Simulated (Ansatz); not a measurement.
Species: CH6BSi, SMILES `C[B][SiH3]` (charge 0, multiplicity 2).

Q: Give a relaxed geometry from B3LYP-D3(BJ)/def2-TZVP (Ansatz, an electronic-structure program).

A: the end point of this relaxation (outside a Z-matrix the atoms follow the SMILES, hydrogens last).
Z-matrix (Å, degrees):
```
B
C 1 1.5331
H 2 1.0927 1 115.50
H 2 1.0963 3 109.31 1 130.43
H 2 1.1029 3 106.54 4 113.92
Si 1 1.9803 2 142.41 3 162.96
H 6 1.4856 1 108.13 2 119.54
H 6 1.4859 7 108.41 1 -116.27
H 6 1.4927 7 107.49 8 -115.89
```
